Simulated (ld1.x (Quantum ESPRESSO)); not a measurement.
## Configuration tests for lanthanum (RRKJ)

| Item | Value |
| --- | --- |
| Element | La (Z = 57) |
| Generator | ld1.x (Quantum ESPRESSO) 7.5 |
| Type | norm-conserving RRKJ (Kleinman–Bylander form) |
| Functional | PBE |
| Relativity | fully relativistic |
| Frozen core | [Kr] 4d10 |
| Valence charge | 11 |
| Reference configuration | 4f0 5s2 5p6 5d0 6s0 6p0 (charge +3) |
| Partial waves | 5s (bound): rc 2.30 bohr; 5p (bound): rc 2.55 bohr; 5d (bound, empty): rc 3.45 bohr; 4f (bound, empty): rc 1.50 bohr |
| Local potential | all-electron potential smoothed inside 2.60 bohr (lloc = -1) |
| Core correction | Bessel-smoothed model core inside 1.02 bohr |

Open shells are filled in proportion to 2j + 1 (rel_dist='average').

Energies are relative to the spin-unpolarised reference configuration 4f0 5s2 5p6 5d0 6s0 6p0; without spin polarisation the order of configurations can differ from experiment.

| valence configuration | charge | ΔE all-electron (eV) | error AE − PS (meV) |
| --- | --- | --- | --- |
| 4f0 5s2 5p6 5d1 6s2 6p0 | 0 | -35.790 | -188 |
| 4f0 5s2 5p6 5d1 6s1 6p0 | +1 | -29.825 | -119 |
| 4f0 5s2 5p6 5d1 6s0 6p0 | +2 | -18.938 | +18 |
| 4f0 5s2 5p6 5d0 6s2 6p1 | 0 | -33.497 | -281 |
| 4f0 5s2 5p6 5d2 6s1 6p0 | 0 | -34.995 | -49 |
| 4f0 5s2 5p6 5d1 6s0 6p1 | +1 | -26.877 | +4.9 |
| 4f0 5s2 5p6 5d1 6s1 6p1 | 0 | -33.421 | -101 |

Levels in the configuration 4f0 5s2 5p6 5d1 6s0 6p0:

```csv
level,all-electron (eV),pseudo (eV)
5s j=1/2,-51.469,-51.534
5p j=1/2,-36.666,-36.710
5p j=3/2,-34.128,-34.164
5d j=3/2,-14.836,-14.866
5d j=5/2,-14.592,-14.620
```
